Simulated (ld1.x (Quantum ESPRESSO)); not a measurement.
## Before and after: TM potential for Cr

ld1.x (Quantum ESPRESSO) 7.5 input, shortened:

```
&input
   title='Cr', zed=24., rel=1, dft='PBE', iswitch=3,
   config='[Ar] 3d5 4s0.75 4p0'
 /
 &inputp
   pseudotype=2, tm=.true., lloc=-1, rcloc=1.30,
   nlcc=.true., new_core_ps=.true., rcore=1.20
 /
3
4S  1  0   0.75   0.00  2.10  2.10  0.0
3P  2  1   6.00   0.00  1.20  1.20  0.0
3D  3  2   5.00   0.00  2.05  2.05  0.0
 &test
   configts(1)='3p6 3d5 4s0.75 4p0'
 /
```

Change: all radii but the core radius scaled by about 1.15 (s 2.42, p 1.38, d 2.36 bohr); local potential all-electron potential smoothed inside 1.50 bohr (lloc = -1).

Cutoffs: the cutoffs (Ry, on a coarse ladder) from which the occupation-weighted sum of valence levels, in a spherical-Bessel basis at the reference potential, stays within 10 and 1 mRy of its value at 400 Ry; they do not see the model core or the augmentation charge, which bear on the density cutoff. Errors are all-electron minus pseudo energies relative to the spin-unpolarised reference configuration.

Problem. Predict the effect on cutoff, ghosts and configuration errors.

Solution. The potential gets softer (70 Ry and 110 Ry → 55 Ry and 100 Ry); both files keep a bound ghost (s); of the 7 tests that both files solve, the error grows in 3 and shrinks in 3 by more than 15 % and 0.3 meV (median size 2.4 → 2.2 meV). A larger radius leaves more room for a smooth pseudo-wave, so fewer plane waves are needed.

```csv
quantity,base,changed
"cutoff, loose",70 Ry,55 Ry
"cutoff, tight",110 Ry,100 Ry
loose cutoff by channel (10 mRy a level),"s 10 Ry, p 45 Ry, d 50 Ry","s 10 Ry, p 45 Ry, d 40 Ry"
bound ghosts,s,s
"error for 3p6 3d5 4s1 4p0, meV [ΔE -1.17 eV]",0.0,+0.2
"error for 3p6 3d5 4s0 4p0, meV [ΔE 5.73 eV]",-3.5,-2.2
"error for 3p6 3d4 4s0 4p0, meV [ΔE 21.78 eV]",-4.0,-1.8
"error for 3p6 3d2 4s0 4p0, meV [ΔE 100.89 eV]",+754,+1502
"error for 3p6 3d5.5 4s0.5 4p0, meV [ΔE -0.45 eV]",-2.3,-1.7
"error for 3p6 3d4 4s1 4p0, meV [ΔE 6.81 eV]",-2.4,+12
"error for 3p6 3d5 4s0 4p1, meV [ΔE 1.95 eV]",+2.1,-8.9
```

 A true bound ghost makes a file unfit for plane-wave use even where its test errors are small: the radial tests pick states by their node count and pass the ghost by.
